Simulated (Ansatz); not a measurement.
One change: `CN[SiH3]` becomes `[SiH3][NH][SbH2]`.

Ansatz, PBE0-D4/def2-TZVP geometries, multiplicity 1. 

Elements past krypton have def2 core potentials.

```csv
property,`CN[SiH3]`
LUMO energy (PBE/def2-TZVPP) / eV,-0.36
zero-point energy (PBE0-D4/def2-TZVP) / kJ/mol,207.4
HOMO–LUMO gap (B3LYP/def2-TZVPP) / eV,6.79
"ideal-gas entropy at 298 K and 1 bar (rigid rotor, harmonic PBE0-D4/def2-TZVP) / J/(mol·K)",300
LUMO energy (ωB97M-V/def2-TZVPP) / eV,2.02
LUMO energy (PBE0/def2-TZVPP) / eV,0.47
```

(1) Give the same properties after the change, and the shifts. (Estimate.)

## Answers

(1) Ansatz gave: 
```csv
property,`[SiH3][NH][SbH2]`,shift
LUMO energy (PBE/def2-TZVPP) / eV,-1.68,-1.32
zero-point energy (PBE0-D4/def2-TZVP) / kJ/mol,142.3,-65.1
HOMO–LUMO gap (B3LYP/def2-TZVPP) / eV,5.96,-0.83
"ideal-gas entropy at 298 K and 1 bar (rigid rotor, harmonic PBE0-D4/def2-TZVP) / J/(mol·K)",341,41
LUMO energy (ωB97M-V/def2-TZVPP) / eV,0.76,-1.26
LUMO energy (PBE0/def2-TZVPP) / eV,-0.90,-1.37
```

With PBE0 the HOMO falls by 0.52 eV and the LUMO falls by 1.37 eV, so the gap narrows by about 0.85 eV. PBE moves the HOMO by -0.55 eV and ωB97M-V by -0.46 eV. The zero-point energy changes by -65.1 kJ/mol with -3 modes.

B3LYP here is the variant with VWN-RPA as its local correlation; programs differ in this.

Spin–orbit coupling is left out; it splits and shifts lone-pair levels of the heavy atoms by tenths of an eV.
